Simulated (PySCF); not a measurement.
## Structure from 2D NMR

Compound of formula C₆H₁₃ClSi₂. Correlations simulated from computed shifts and the bond graph:

HSQC (one-bond C–H):
| δH | δC |
| --- | --- |
| 5.30 | 113.9 |
| 5.19 | 113.9 |
| 2.32 | 29.4 |
| 2.04 | 40.6 |
| 2.00 | 36.9 |
| 1.64 | 36.9 |
| 1.33 | 10.8 |
| 1.24 | 29.4 |
| 0.67 | 10.8 |

COSY cross peaks (H two or three bonds apart, from the bond graph; peaks can be absent where the dihedral angle is near 90°):
| δH | δH |
| --- | --- |
| 5.30 | 5.19 |
| 4.35 | 3.95 |
| 4.35 | 3.88 |
| 4.35 | 3.79 |
| 4.35 | 2.04 |
| 3.95 | 3.88 |
| 3.95 | 3.79 |
| 3.95 | 1.33 |
| 3.95 | 0.67 |
| 3.88 | 3.79 |
| 3.88 | 1.33 |
| 3.88 | 0.67 |
| 3.79 | 2.04 |
| 2.32 | 2.00 |
| 2.32 | 1.64 |
| 2.32 | 1.33 |
| 2.32 | 1.24 |
| 2.32 | 0.67 |
| 2.04 | 2.00 |
| 2.04 | 1.64 |
| 2.00 | 1.64 |
| 2.00 | 1.24 |
| 1.64 | 1.24 |
| 1.33 | 1.24 |
| 1.33 | 0.67 |
| 1.24 | 0.67 |

HMBC (two and three bonds, from the bond graph):
| δH | δC |
| --- | --- |
| 5.30 | 161.3, 40.6 |
| 5.19 | 161.3, 40.6 |
| 4.35 | 161.3, 40.6, 36.9, 10.8 |
| 3.95 | 40.6, 29.4, 10.8 |
| 3.88 | 40.6, 29.4, 10.8 |
| 3.79 | 161.3, 40.6, 36.9, 10.8 |
| 2.32 | 40.6, 36.9, 10.8 |
| 2.04 | 161.3, 113.9, 36.9, 29.4 |
| 2.00 | 161.3, 40.6, 29.4, 10.8 |
| 1.64 | 161.3, 40.6, 29.4, 10.8 |
| 1.33 | 36.9, 29.4 |
| 1.24 | 40.6, 36.9, 10.8 |
| 0.67 | 36.9, 29.4 |

Carbons without hydrogens: δ 161.3.

- NMR shieldings at PBE0/pcSseg-1/GIAO
- coordinates at the GFN2-xTB level
- run in PySCF 2.14.0 with density-fitted response routines
- relativity neglected, in vacuum, single conformer

Shifts are taken against calculated references (same method and geometry level): ¹H and ¹³C vs TMS.

Exchangeable hydrogens are left out of these lists.

Assemble the structure.

Results:

`C=C(Cl)[C@H]1CCC[SiH2][SiH2]1`.

Atoms are numbered as in `[CH2:1]=[C:2]([Cl:3])[C@H:4]1[CH2:5][CH2:6][CH2:7][SiH2:8][SiH2:9]1` (H(Xn): hydrogen on atom n). Ha(C5), Ha(C6), Ha(C7), Ha(Si8), Ha(Si9) are cis to C2 on the ring; Ha(C1) is cis to Cl3; Hb(C5), Hb(C6), Hb(C7), Hb(Si8), Hb(Si9) are trans to C2 on the ring; Hb(C1) is trans to Cl3.

δC 161.3 is C2, a fully substituted alkene carbon. δC 113.9 is C1, a terminal =CH2 carbon (δH 5.30, 5.19). δC 40.6 is C4, an allylic sp3 CH bonded to Si (δH 2.04). δC 36.9 is C5, an sp3 CH2 in a ring (δH 1.64, 2.00). δC 29.4 is C6, an sp3 CH2 in a ring (δH 2.32, 1.24). δC 10.8 is C7, an sp3 CH2 bonded to Si (δH 0.67, 1.33). HMBC from δH 5.30 reaches the proton-free carbon C2. HMBC from δH 5.19 reaches the proton-free carbon C2. HMBC from δH 4.35 reaches the proton-free carbon C2. HMBC from δH 3.79 reaches the proton-free carbon C2. COSY links 5.30–5.19, 4.35–3.95, 4.35–3.88, 4.35–3.79, 4.35–2.04, 3.95–3.88.

The data come from this structure; uniqueness wasn't tested.

Carbons that carry Cl, above all several Cl atoms, come out too deshielded, partly because spin–orbit coupling is missing. Shifts are as computed. Against solution values, carbons near 30 ppm lie about +3 ppm off and those near 130 ppm about +5 ppm; carbons on Cl a further +6 ppm. Of 1211 compounds with measured shifts, 218 miss one by over three times the rms of a fit or turn the order of signals round; such compounds aren't used in these exercises.
